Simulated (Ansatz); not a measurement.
Reaction (redistribution): `CO[Si]([SiH3])(Cl)Cl` + `BC[SiH](O)F` → `CO[Si](O)([SiH3])Cl` + `BC[SiH](F)Cl`

Gas-phase electronic energies from Ansatz, PBE0-D4/def2-TZVP geometries. CCSD(T)/CBS adds triple-zeta CCSD(T) − MP2 to the extrapolated MP2 energy (def2 sets, frozen cores). Each species was taken in one conformer, which may not be the lowest.

`CO[Si]([SiH3])(Cl)Cl`:

Z-matrix (Å, degrees):
```
C
O 1 1.416
H 1 1.093 2 110.8
H 1 1.093 2 110.8 3 121.4
H 1 1.090 2 107.7 3 -119.3
Si 2 1.620 1 126.7 3 -60.6
Cl 6 2.058 2 109.8 1 58.1
Si 6 2.327 2 109.2 1 179.9
Cl 6 2.058 2 109.8 1 -58.3
H 8 1.485 6 108.3 2 -179.9
H 8 1.485 6 109.3 2 60.3
H 8 1.485 6 109.3 2 -60.2
```

`BC[SiH](O)F`:

```xyz
11

B     0.041    1.594    0.404
C     0.630    0.205    0.696
Si   -0.410   -1.099   -0.151
O    -0.729   -0.745   -1.711
F     0.414   -2.465   -0.056
H     0.430    2.238   -0.529
H    -0.855    2.033    1.065
H     0.585   -0.088    1.751
H     1.643    0.050    0.310
H    -1.716   -1.322    0.493
H    -0.031   -0.402   -2.271
```

`CO[Si](O)([SiH3])Cl`:

Z-matrix (Å, degrees):
```
C
O 1 1.412
H 1 1.094 2 111.1
H 1 1.095 2 111.3 3 -121.4
H 1 1.090 2 107.9 3 119.5
Si 2 1.630 1 126.5 3 56.6
Si 6 2.333 2 114.6 1 70.1
O 6 1.626 2 108.2 1 -169.0
Cl 6 2.073 2 107.1 1 -49.9
H 7 1.486 6 110.5 2 63.5
H 7 1.485 6 110.1 2 -175.2
H 7 1.488 6 108.6 2 -55.9
H 8 0.960 6 118.3 2 52.9
```

`BC[SiH](F)Cl`:

Z-matrix (Å, degrees):
```
C
Si 1 1.856
B 1 1.543 2 110.9
H 1 1.094 2 105.4 3 124.4
H 1 1.098 2 102.2 3 -120.5
Cl 2 2.042 1 110.9 3 -56.0
F 2 1.592 1 108.7 3 -174.0
H 2 1.475 1 113.6 3 66.2
H 3 1.195 1 120.9 2 97.7
H 3 1.197 1 120.2 2 -79.9
```

```csv
species,CCSD(T)/CBS(def2) energy (Eh)
`CO[Si]([SiH3])(Cl)Cl`,-1614.69119
`BC[SiH](O)F`,-530.62157
`CO[Si](O)([SiH3])Cl`,-1230.68929
`BC[SiH](F)Cl`,-914.62178
```

Q: Work out ΔE.

A: ΔE = (-1230.68929) + (-914.62178) − (-1614.69119) − (-530.62157) = 0.00169 Eh = +0.05 eV.

Largest T1 diagnostic among the species: 0.012.
